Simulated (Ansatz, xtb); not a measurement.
## Relative energy of two isomers of C6H10Si

We compare I, `[SiH3][C@@H]1C=CC=CC1`, a singlet, with II, `[SiH3]C1=CCCC=C1`, a singlet. Both are isolated molecules in the gas phase, relaxed with r2SCAN-D4/def2-SVP; the shapes shown needn't be the lowest conformers.

I (Å):

```xyz
17

C    -0.1008   -1.9792    0.1265
C     0.2112   -2.8364   -1.0676
C    -0.0956   -2.4067   -2.3137
C    -0.7683   -1.1252   -2.5046
C    -1.3553   -0.4943   -1.4647
C    -1.3694   -1.1400   -0.1024
Si    1.4549   -0.9190    0.4845
H     1.8226   -0.0712   -0.6860
H     2.5932   -1.8363    0.7959
H     1.2120   -0.0406    1.6737
H    -0.2278   -2.6060    1.0273
H     0.7650   -3.7700   -0.9190
H     0.1857   -2.9985   -3.1901
H    -0.8016   -0.6894   -3.5084
H    -1.8864    0.4519   -1.6136
H    -2.2657   -1.7947   -0.0329
H    -1.4887   -0.3851    0.6929
```

II (Å):

```xyz
17

C    -0.7652   -1.9670   -0.8286
C    -0.6499   -0.8234   -1.5522
C     0.6534   -0.0728   -1.6091
C     1.4385   -0.2023   -0.3022
C     1.4479   -1.6240    0.1893
C     0.4042   -2.4394   -0.0665
Si   -2.3653   -2.9406   -0.8031
H    -3.3695   -2.2684   -1.6806
H    -2.9157   -3.0422    0.5851
H    -2.1419   -4.3389   -1.2894
H    -1.4890   -0.4576   -2.1566
H     1.2527   -0.4924   -2.4452
H     0.4869    0.9870   -1.8602
H     0.9762    0.4374    0.4795
H     2.4645    0.1780   -0.4324
H     2.2840   -1.9702    0.8068
H     0.4000   -3.4615    0.3295
```

Which of the two would you expect CCSD(T)/def2-SVP + ΔMP2/def2-TZVPP electronic energies to favour?

CCSD(T)/def2-SVP + ΔMP2/def2-TZVPP gives E(II) − E(I) = −0.057 eV, slightly favouring structure II, which is too small a margin to settle the true order.

How the difference moves with the method:

```
                             level            geometry  E(II) − E(I) (eV)  departure from the last row (eV)  job, with rough time for the two
                          GFN2-xTB            GFN2-xTB              −0.026                            +0.031              optimisation, 0.36 s
                         HF/STO-3G            GFN2-xTB              −0.197                            −0.141              single point, 0.86 s
      r2SCAN-D4/def2-SVP//GFN2-xTB            GFN2-xTB              −0.047                            +0.010                single point, 12 s
                r2SCAN-D4/def2-SVP  r2SCAN-D4/def2-SVP              −0.040                            +0.017             optimisation, 2.2 min
                       HF/def2-SVP  r2SCAN-D4/def2-SVP              −0.148                            −0.092           part of the CCSD(T) run
                      MP2/def2-SVP  r2SCAN-D4/def2-SVP              −0.041                            +0.016           part of the CCSD(T) run
                  CCSD(T)/def2-SVP  r2SCAN-D4/def2-SVP              −0.060                            −0.003                      single point
CCSD(T)/def2-SVP + ΔMP2/def2-TZVPP  r2SCAN-D4/def2-SVP              −0.057                                               single point, 3.7 min
```

As drawn, both hold the same kinds of bond in the same numbers.

The largest departure from CCSD(T)/def2-SVP + ΔMP2/def2-TZVPP is that of HF/STO-3G, 0.141 eV. The last row adds to CCSD(T) the change of the MP2 difference between the two basis sets, here +0.003 eV.

With thermal terms from frequencies at re-optimised GFN2-xTB minima (ideal gas, soft modes damped towards free rotors, one conformer each, 298.15 K, 1 atm): on the last row, ΔE + ΔZPE = −0.060, ΔH = −0.052, ΔG = −0.074 eV.

The correlated steps freeze 11 core orbitals. Mirror images aren't counted in ΔG. Programs: Ansatz 0.2.0, xtb 6.7.1; the last row on 2 threads of Arm Neoverse V1 on a shared host.
